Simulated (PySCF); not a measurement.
**LiSn⁻ at ROHF-SCS-MP2**

Computed with ROHF-SCS-MP2; PySCF, scalar-relativistic core potentials, basis sets Li def2-SVPD, Sn def2-SVPD with ECP28.

```
state                          : triplet, unpaired electrons π ↑↑
bond length                    : 2.794 Å
harmonic wavenumber            : 300 cm⁻¹
force constant                 : 0.352 mdyn/Å
rotational constant Be         : 0.3258 cm⁻¹
anharmonicity ωexe             : 2.79 cm⁻¹
vibration–rotation constant αe : 0.00401 cm⁻¹
well depth De to Li + Sn⁻      : 0.89 eV
dissociation energy D0         : 0.87 eV
```

Correlated steps freeze 4 core orbitals. Correlated levels converge slowly with the basis: in double zeta they bind strong bonds too weakly, by up to about 1 eV, and carry superposition errors of some tenths. These are scalar-relativistic numbers at best; spin–orbit coupling would shift them, the dissociation energy most. For an ion De counts to the pair picked by the measured ionisation energies or electron affinities, which need not be the lowest pair at this level. The state is the lowest determinant that a PBE0 search found; another state may lie lower at other levels.
